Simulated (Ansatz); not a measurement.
## Changing the shape of GeH2, singlet

Program: Ansatz, Gaussian basis, development build. Basis cc-pVTZ, nonrelativistic, no frozen core; active space CAS(4,5). Restricted Hartree–Fock, then the lowest state-specific CASSCF solution met for each case. Single-reference values can break down or jump between states where bonds are stretched. Solutions in different active orbitals can move differences by tenths of an eV and at times more than 1 eV.

Case A. A bond is stretched, to 2.11 times the sum of the covalent radii.

```csv
atom,x (Å),y (Å),z (Å)
Ge,0.0000,0.0000,0.0000
H,0.0000,0.0000,3.1820
H,0.0000,1.5910,-0.0330
```

Case B:

```xyz
3

Ge    0.0000    0.0000    0.0000
H     0.0000    0.0000    1.5910
H     0.0000    1.5910   -0.0330
```

Energy less that of case A, in eV:

```json
{"case": "B", "RHF/ROHF": "-3.804", "CASSCF": "-2.433"}
```

(1) What does SC-NEVPT2 give for these differences?

Answers

(1) B: -2.788 eV (-64.3 kcal/mol).
